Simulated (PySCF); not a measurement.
# Partial charges of `C=C1C=C(COC)C(F)=C1F`

Compound: C8H8F2O.
SMILES with atom numbers: `[CH2:1]=[C:2]1[CH:3]=[C:4]([CH2:5][O:6][CH3:7])[C:8]([F:9])=[C:10]1[F:11]` (hydrogens: H12, H13 on C1; H14 on C3; H15, H16 on C5; H17, H18, H19 on C7)

Structure used (PBE0-D3(BJ)/def2-SVP), in Å, numbered top down from 1:
```xyz
19
C8H8F2O angstrom
C      3.4273   -0.3903   -0.6630
C      2.2310    0.1396   -0.3656
C      0.9321   -0.5387   -0.2492
C     -0.0026    0.3894    0.0632
C     -1.4585    0.2008    0.2863
O     -1.7990   -1.1341    0.1050
C     -3.1513   -1.3916    0.3184
C      0.6573    1.6995    0.1597
F     -0.0044    2.8082    0.4502
C      1.9755    1.5573   -0.0910
F      2.9175    2.4851   -0.1022
H      4.3197    0.2382   -0.7174
H      3.5379   -1.4593   -0.8576
H      0.7566   -1.6020   -0.3949
H     -2.0258    0.8621   -0.4058
H     -1.7211    0.5500    1.3099
H     -3.4623   -1.1443    1.3530
H     -3.3210   -2.4636    0.1492
H     -3.7975   -0.8188   -0.3763
```

Density: PBE0/pcSseg-1 (PySCF); schemes: Mulliken, IAO, Hirshfeld and ESP-fitted. Geometry: PBE0-D3(BJ)/def2-SVP, one conformer, isolated molecule.

Task: Which atoms carry the highest charge in the Mulliken, IAO, Hirshfeld and ESP-fitted schemes?

Result: The schemes don't all agree: Mulliken C10 (+0.337); IAO C8 (+0.224); Hirshfeld H13 (+0.061); ESP-fitted H14 (+0.209).

Task: At which atom do the 4 schemes differ most?

Result: At C2: from -0.390 (Mulliken) to +0.182 e (ESP-fitted), 0.572 e apart.

Task: Do the Mulliken, IAO, Hirshfeld and ESP-fitted schemes agree on where the charge is lowest?

Result: The schemes don't all agree: Mulliken O6 (-0.513); IAO O6 (-0.375); Hirshfeld O6 (-0.128); ESP-fitted C1 (-0.409).

Task: Give the atomic charges in each scheme.

Result: In e:

```
atom                      environment  Mulliken     IAO  Hirshfeld  ESP-fitted
  C1             terminal =CH2 carbon    +0.015  -0.260     -0.059      -0.409
  C2  fully substituted alkene carbon    -0.390  -0.007     -0.017      +0.182
  C3                 alkene CH carbon    +0.051  -0.191     -0.077      -0.403
  C4  fully substituted alkene carbon    -0.408  -0.018     -0.016      -0.073
  C5       sp3 carbon bound to oxygen    +0.253  -0.047     +0.004      +0.201
  O6                     ether oxygen    -0.513  -0.375     -0.128      -0.260
  C7                   methoxy carbon    -0.030  -0.194     -0.035      -0.249
  C8               vinylic C–F carbon    +0.312  +0.224     +0.055      +0.208
  F9                   vinyl fluorine    -0.256  -0.248     -0.071      -0.157
 C10               vinylic C–F carbon    +0.337  +0.211     +0.044      +0.019
 F11                   vinyl fluorine    -0.255  -0.245     -0.071      -0.113
 H12                 vinylic hydrogen    +0.130  +0.166     +0.057      +0.195
 H13                 vinylic hydrogen    +0.130  +0.164     +0.061      +0.206
 H14                 vinylic hydrogen    +0.077  +0.168     +0.052      +0.209
 H15               methylene hydrogen    +0.119  +0.128     +0.038      +0.045
 H16               methylene hydrogen    +0.119  +0.128     +0.038      +0.048
 H17                  methyl hydrogen    +0.091  +0.118     +0.036      +0.102
 H18                  methyl hydrogen    +0.127  +0.157     +0.052      +0.146
 H19                  methyl hydrogen    +0.091  +0.118     +0.037      +0.102
```

Mean size of the charges over all atoms: Mulliken 0.195 e, ESP-fitted 0.175 e, IAO 0.167 e, Hirshfeld 0.050 e. Each set sums to the total charge, 0, to within 0.001 e. The Hirshfeld scheme divides the density at each point in proportion to the densities of the neutral, spherically averaged free atoms.

Task: How many electrons does the ESP-fitted scheme count on F9?

Result: Z − q = 9 − (-0.157) = 9.157.

Task: How closely do the schemes follow one another over all atoms?

Result: Correlation coefficient and root-mean-square difference: IAO with Hirshfeld 0.98, 0.133 e; Hirshfeld with ESP-fitted 0.83, 0.160 e; IAO with ESP-fitted 0.82, 0.118 e; Mulliken with Hirshfeld 0.72, 0.203 e; Mulliken with IAO 0.68, 0.179 e; Mulliken with ESP-fitted 0.41, 0.243 e.
